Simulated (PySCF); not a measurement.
Simulated characterisation data

Theory: J couplings at B3LYP/pcJ-1 (spin–dipole term left out of most H,H and C,H couplings), NMR shieldings at PBE0/pcSseg-1/GIAO, coordinates at the GFN2-xTB level, in PySCF (non-relativistic Hamiltonian, no solvent, equivalent nuclei averaged, a single conformation).

Shifts are taken against calculated references (same method and geometry level): 1H (σref 31.72) and 13C (σref 186.93) against TMS. Multiplet labels drop J under 1 Hz and among equivalent protons, and merge close values. Unscaled 3J(H,H) run several per cent high. Splittings of carbon signals by F and P are missing where no couplings were computed. Where no couplings were computed, multiplicities follow the n + 1 count of equivalent neighbours, and m marks all less simple cases (inequivalent or close neighbours, rings, F or P nearby). Shifts are as computed. Against solution values, carbons near 30 ppm lie about +3 ppm off and those near 130 ppm about +5 ppm. Of 1211 compounds with measured shifts, 218 miss one by over three times the rms of a fit or turn the order of signals round; such compounds aren't used in these exercises.

Compound 1 (C₇H₆O). 1H NMR (500 MHz, computed): δ 6.81 (m, 1H), 6.23 (br s, 1H), 6.13 (m, 1H), 5.87 (m, 1H), 5.64 (br s, 1H), 2.90 (s, 1H). 13C{1H} NMR (computed): δ 183.8, 155.8, 141.7, 133.0, 129.8, 92.1, 86.7. Structure: SMILES C#CC(=O)C(=C)C=C.

Compound 2 (C₆H₅F₃O). 1H NMR (500 MHz, computed): δ 3.23 (m, 2H), 2.40 (s, 3H). 13C{1H} NMR (computed): δ 186.6, 133.7, 90.1, 87.7, 36.0, 29.5. Structure: SMILES CC(=O)C#CCC(F)(F)F.

Compound 3 (C₅H₆O₅). 1H NMR (500 MHz, computed): δ 5.12 (m, 1H), 4.57 (m, 1H), 4.49 (m, 1H), 3.78 (s, 3H). 13C{1H} NMR (computed): δ 158.4 (C), 157.9 (C), 101.8 (CH), 71.7 (CH2), 58.1 (CH3). Structure: SMILES O(C)[C@@H]1COC(=O)C(=O)O1.

Compound 4 (C₇H₆O). 1H NMR (500 MHz, computed): δ 7.23 (m, 2H), 7.20 (m, 2H), 7.07 (m, 2H). 13C{1H} NMR (computed): δ 188.6 (C), 154.6 (CH), 141.8 (CH), 139.9 (CH). Structure: tropone (O=c1cccccc1).

Compound 5 (C₆H₅F₃O). 1H NMR (500 MHz, computed): δ 7.81 (m, 1H), 7.36 (m, 1H), 2.42 (s, 3H). 13C{1H} NMR (computed): δ 148.4 (CH), 145.5 (CH), 132.6 (C), 128.5 (C), 126.7 (C), 10.3 (CH3). Structure: `c1(C)cocc1C(F)(F)F`.
